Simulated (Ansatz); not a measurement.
Reaction (ligand exchange at a B–C bond): `ClBC1C[SiH2]1` + H₂Te → `ClB[TeH]` + `C1C[SiH2]1`

Gas-phase electronic energies from Ansatz, PBE0-D4/def2-TZVP geometries. CCSD(T)/CBS is the MP2 limit (def2-TZVPP, def2-QZVPP) plus CCSD(T) − MP2 in def2-TZVPP, frozen cores. Functionals use def2-TZVPP. Elements past krypton have def2 core potentials. For Te outer-core shells are correlated without core-valence functions, which leaves a few kJ/mol of doubt a bond. Each species was taken in one conformer, which may not be the lowest.

```json
{"level": "ωB97M-V", "ΔE (eV)": "0.05"}
{"level": "SCS-MP2/def2-QZVPP", "ΔE (eV)": "-0.04"}
```

Task: What does CCSD(T)/CBS give? (Estimate.)

Result: Ansatz gave: -0.03 eV. The listed levels differ from it by 0.08, -0.01 eV.

Largest T1 diagnostic among the species: 0.014.

The D4 term adds +0.06 eV with B3LYP and +0.03 eV with PBE0; it sums over pairs of atoms, weighted by their polarisabilities, and B3LYP, whose exchange is more repulsive, gets the larger term. From PBE to PBE0 (25 % exact exchange), in def2-TZVPP and without D4, ΔE moves by +0.04 eV.

B3LYP here is the variant with VWN-RPA as its local correlation; programs differ in this.
